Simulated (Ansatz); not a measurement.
All numbers were calculated with Ansatz.

A structure relaxed at PBE0-D4/def2-TZVP, charge 0, multiplicity 1:

```xyz
15

C    -0.1200   -0.1551    2.5711
C    -0.7707    0.1217    1.2187
Si    0.3876   -0.0389   -0.2177
Cl    1.1423   -1.9630   -0.2990
O    -0.4418    0.2841   -1.5835
C     0.1132    0.2562   -2.8801
H     0.7163    0.5227    2.7613
H     0.2671   -1.1750    2.6233
H    -0.8351   -0.0293    3.3869
H    -1.1827    1.1369    1.1846
H    -1.6123   -0.5565    1.0435
H     1.5831    0.8380   -0.1149
H     0.3788   -0.7648   -3.1704
H    -0.6339    0.6380   -3.5772
H     1.0082    0.8850   -2.9466
```

Give its formula and SMILES.

C3H9ClOSi, `CC[SiH](Cl)OC`.

Point group (tolerance 0.08 Å, 0.16 Å for H)?

C1.

Summarise the bond lengths by kind.

1 × C–C 1.526 Å; 8 × C–H 1.091 to 1.096 Å; 1 × C–Si 1.852 Å; 1 × Cl–Si 2.068 Å; 1 × O–Si 1.630 Å; 1 × H–Si 1.486 Å; 1 × C–O 1.411 Å.
